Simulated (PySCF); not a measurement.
Cartesian coordinates (Å):
SMILES: [SiH](=[SiH2])[SiH2]C
```xyz
12

C     -1.5543     0.6278    -0.6268
Si    -0.9971    -1.0713    -0.0713
Si     1.1851    -0.9372     0.7004
Si     2.2260     0.9268     0.6308
H     -0.9231     0.9946    -1.4387
H     -1.5016     1.3410     0.1982
H     -2.5862     0.5898    -0.9834
H     -1.8747    -1.5872     1.0166
H     -1.0679    -2.0474    -1.1947
H      1.9156    -2.1312     1.1922
H      3.6177     1.1354     1.0905
H      1.5606     2.1589     0.1498
```
Charge 0, spin multiplicity 1.

Task: Give the dipole moment, HOMO, LUMO, HOMO–LUMO gap and total energy at the level PySCF with PBE0-D3(BJ)/def2-TZVP.

Result: 
| Item | Result |
|---|---|
| dipole moment | 0.95 D |
| HOMO | -5.89 eV |
| LUMO | -1.80 eV |
| HOMO–LUMO gap | 4.09 eV |
| total energy | -24788.98 eV |
